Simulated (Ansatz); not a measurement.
Total energies of C2HF2Ge, SMILES `C#[C][Ge]([F])[F]` radical.

```xyz
6

C    -0.703   -0.783    1.451
C    -0.204   -0.191    0.526
Ge    0.649    0.941   -0.727
F    -0.481    1.323   -1.977
F     1.892    0.040   -1.520
H    -1.153   -1.331    2.248
```

Charge 0, multiplicity 2. Correlated methods include outer-core shells of Ge, which these sets cover unevenly. Scalar relativity is left out up to krypton. The structure was optimised at the PBE0-D4/def2-TZVP level. Basis def2-TZVPP, Ansatz.

RPA on PBE orbitals: Hartree–Fock energy of these orbitals -2350.59088 Eh, correlation -1.54493 Eh (frozen core).

```json
{"functional": "LDA (SPW92)", "kind": "LDA", "energy without D4 (Eh)": "-2348.45782", "D4 term (kJ/mol)": "–"}
{"functional": "PBE", "kind": "GGA", "energy without D4 (Eh)": "-2352.99267", "D4 term (kJ/mol)": "-11.8"}
{"functional": "revPBE", "kind": "GGA", "energy without D4 (Eh)": "-2353.34438", "D4 term (kJ/mol)": "-34.1"}
{"functional": "BLYP", "kind": "GGA", "energy without D4 (Eh)": "-2353.61975", "D4 term (kJ/mol)": "-26.0"}
{"functional": "r2SCAN", "kind": "meta-GGA", "energy without D4 (Eh)": "-2353.45905", "D4 term (kJ/mol)": "-2.7"}
{"functional": "B97M-V", "kind": "meta-GGA with VV10", "energy without D4 (Eh)": "-2353.13326", "D4 term (kJ/mol)": "–"}
{"functional": "PBE0", "kind": "global hybrid, 25 % exact exchange", "energy without D4 (Eh)": "-2353.04268", "D4 term (kJ/mol)": "-10.0"}
{"functional": "B3LYP", "kind": "global hybrid, 20 %", "energy without D4 (Eh)": "-2353.63960", "D4 term (kJ/mol)": "-19.3"}
{"functional": "HSE06 (plane-wave form)", "kind": "screened hybrid", "energy without D4 (Eh)": "-2353.03154", "D4 term (kJ/mol)": "-9.4"}
{"functional": "BHLYP", "kind": "global hybrid, 50 %", "energy without D4 (Eh)": "-2353.45396", "D4 term (kJ/mol)": "-15.6"}
{"functional": "CAM-B3LYP", "kind": "range-separated hybrid", "energy without D4 (Eh)": "-2353.62801", "D4 term (kJ/mol)": "-10.2"}
{"functional": "ωB97X-V", "kind": "range-separated hybrid GGA with VV10", "energy without D4 (Eh)": "-2353.30676", "D4 term (kJ/mol)": "–"}
{"functional": "B2PLYP", "kind": "double hybrid", "energy without D4 (Eh)": "-2353.06185", "D4 term (kJ/mol)": "–"}
{"functional": "PBE-QIDH", "kind": "double hybrid", "energy without D4 (Eh)": "-2352.67965", "D4 term (kJ/mol)": "–"}
```

(1) Give the same for r2SCANh, r2SCAN0, LC-ωPBE, ωB97M-V. (Estimate.)

B3LYP takes the VWN-RPA correlation (the form of Gaussian; ORCA's B3LYP/G). HSE06 is the plane-wave form, built on full-range PBE exchange. The double hybrids freeze the cores in their second-order part.

Results:

(1) Computed: 
| functional | kind | energy without D4 (Eh) | D4 term (kJ/mol) |
| --- | --- | --- | --- |
| r2SCANh | meta-GGA hybrid, 10 % | -2353.43411 | -3.0 |
| r2SCAN0 | meta-GGA hybrid, 25 % | -2353.39856 | -3.3 |
| LC-ωPBE | long-range corrected hybrid | -2353.14246 | – |
| ωB97M-V | range-separated hybrid meta-GGA with VV10 | -2353.40805 | – |

LC-ωPBE has ω = 0.4 bohr⁻¹.
